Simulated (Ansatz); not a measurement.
Species: sum formula HBO₂Cl, charge -1, multiplicity 1. It need not be the lowest isomer of its formula. Whether it binds its extra electron was not tested at this geometry. 
Coordinates optimised at B3LYP-D3(BJ)/def2-TZVP (Ansatz, an electronic-structure program):
```
B
O 1 1.2513
O 1 1.3994 2 135.46
H 3 0.9618 1 108.12 2 -180.00
Cl 1 2.0682 2 120.85 3 -180.00
```
Charge -1, spin multiplicity 1.

Basis-set convergence of Hartree-Fock and CCSD correlation energies (hartree) with Ansatz. Cores are frozen in the correlated levels unless marked. No spin-orbit coupling. Non-relativistic. This anion needs diffuse functions, which these sets lack.

| basis | functions | E(HF) | E(corr, CCSD) |
|---|---|---|---|
| cc-pV(D+d)Z | 70 | -634.67546 | -0.61517 |
| cc-pV(T+d)Z | 143 | -634.75369 | -0.78981 |
| cc-pV(Q+d)Z | 259 | [?] | [?] |

Problem. Some entries are withheld; supply them.

Solution. 
- cc-pV(Q+d)Z, E(HF): -634.77339
- cc-pV(Q+d)Z, E(corr, CCSD): -0.85040
